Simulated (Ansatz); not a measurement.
Worked example: CH8O2Si2 + C2H7BO2 → CH8O3Si2 + C2H7BO

Species: CH8O2Si2 `O[SiH2]C[SiH2]O`, singlet; C2H7BO2 (ethylboronic acid) `CCB(O)O`, singlet; CH8O3Si2 `O[SiH2]C[SiH](O)O`, singlet; C2H7BO `CCBO`, singlet. The partners trade H for OH: Si–H and B–OH bonds give way to Si–OH and B–H.

Shapes, held fixed at every level: PBE0-D4/def2-TZVP. Flexible molecules stand in one conformer, not always the lowest. Programs: Ansatz 0.2.0. Electronic energies: no zero-point or thermal term.

At CCSD(T)/CBS estimate; 1 Eh = 2625.50 kJ/mol:

```
 species  energy (Eh)
CH8O2Si2  -771.487062
 C2H7BO2  -255.588516
CH8O3Si2  -846.726220
  C2H7BO  -180.340350
```

Q: Work out ΔE of the reaction at this level.

A: 
1. Products less reactants: (-846.726220) + (-180.340350) − [(-771.487062) + (-255.588516)] = 0.009008 Eh = +23.7 kJ/mol.

Other levels give +24.5 (B2PLYP/def2-TZVPP) to +29.9 kJ/mol (PBE-D4/def2-TZVPP). No measured value is set beside it here. The CBS estimate extrapolates MP2 from def2-TZVPP and def2-QZVPP and adds CCSD(T) − MP2 in the triple-zeta set, cores frozen.
